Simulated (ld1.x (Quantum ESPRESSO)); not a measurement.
# titanium (Ti), ultrasoft: configuration errors across variants

* Element: titanium (Ti)
* Generator: ld1.x (Quantum ESPRESSO) 7.5
* Type: ultrasoft
* Functional: PBEsol
* Relativity: scalar-relativistic
* Frozen core: [Ne] 3s2
* Valence charge: 10
* Reference configuration: 3p6 3d1 4s0 4p0 (charge +3)
* Partial waves: 4s (bound, empty): rcut 2.25, rcutus 2.40 bohr; 4s channel at -0.05 Ry: rcut 2.25, rcutus 2.40 bohr; 3p (bound): rcut 1.40, rcutus 1.60 bohr; 4p (bound, empty): rcut 1.40, rcutus 1.60 bohr; 3d (bound): rcut 2.05, rcutus 2.25 bohr; 3d channel at -0.25 Ry: rcut 2.05, rcutus 2.25 bohr
* Local potential: all-electron potential smoothed inside 2.10 bohr (lloc = -2)
* Core correction: a·sin(br)/r model core, default radius (core density twice the valence density)
* Augmentation charge: PSQ, inside the norm-conserving radii

All-electron excitation energies from the reference (eV): (1) 3p6 3d2 4s0 4p0 -26.896; (2) 3p6 3d2 4s0 4p2 -41.420; (3) 3p5 3d2 4s2 4p0 -2.254; (4) 3p6 3d3 4s0 4p0 -40.364.

The default core radius of the base comes out at 0.54 bohr.

Tests that are not counted but printed errors over 1 eV. “base”: 3p6 3d2.5 4s1.5 4p0 (solver errors, printed error -828 eV); 3p6 3d2 4s2 4p0 (solver errors, printed error -816 eV); 1 more. “wave 3d channel at -0.25 Ry: rcut 2.05, rcutus 2.25 bohr becomes 3d channel at -2.4 Ry: rcut 2.05, rcutus 2.25 bohr”: 3p6 3d3 4s0 4p0 (solver errors, printed error -792 eV); 3p6 3d2.5 4s1.5 4p0 (solver errors, printed error -782 eV); 2 more. “core correction a·sin(br)/r model core inside 0.90 bohr”: 3p6 3d2 4s2 4p0 (solver errors, printed error -814 eV). “type PAW; local potential all-electron potential smoothed inside 1.70 bohr (lloc = -2); augmentation BESSEL, radius 1.35 bohr”: 3p6 3d2 4s2 4p0 (solver errors, printed error -31.5 eV). “all radii but the core radius scaled by about 1.42 (s 3.40, p 2.28, d 3.20 bohr, rcut 3.20/1.98/2.90); local potential all-electron potential smoothed inside 2.98 bohr (lloc = -2)”: 3p6 3d2 4s2 4p0 (converged, but collapsed or in another state, printed error -23.8 eV); 3p6 3d2.5 4s1.5 4p0 (converged, but collapsed or in another state, printed error -28.7 eV).

3 further variants failed, have other tests or another functional or relativity, and are left out.

Errors AE − PS in meV (a dash: test not solved or not reliable):

```csv
change,(1),(2),(3),(4),bound ghosts
base,-967,-777,-104,-2241,none
"wave 3d channel at -0.25 Ry: rcut 2.05, rcutus 2.25 bohr becomes 3d channel at -2.4 Ry: rcut 2.05, rcutus 2.25 bohr",-349,-450,-52,–,none
core correction a·sin(br)/r model core inside 0.90 bohr,–,–,–,–,none
"waves 3p (bound): rcut 1.12, rcutus 1.18 bohr; 4p (bound): rcut 1.12, rcutus 1.18 bohr",–,–,–,–,none
"waves 4s (bound): rcut 2.25, rcutus 3.20 bohr; 4s channel at -0.05 Ry: rcut 2.25, rcutus 3.20 bohr",-967,-777,-24,-2241,none
"type PAW; local potential all-electron potential smoothed inside 1.70 bohr (lloc = -2); augmentation BESSEL, radius 1.35 bohr",-65,-64,-13,-155,none
"all radii but the core radius scaled by about 1.42 (s 3.40, p 2.28, d 3.20 bohr, rcut 3.20/1.98/2.90); local potential all-electron potential smoothed inside 2.98 bohr (lloc = -2)",+79,-53,-390,-152,none
```

Problem. Give the same row for: local potential all-electron potential smoothed inside 2.15 bohr (lloc = -2).

Solution. -967, -778, -104, -2242; bound ghosts: none. Not counted: 3p6 3d2.5 4s1.5 4p0 (solver errors, printed error -828 eV); 3p6 3d2 4s2 4p0 (solver errors, printed error -816 eV); 1 more.
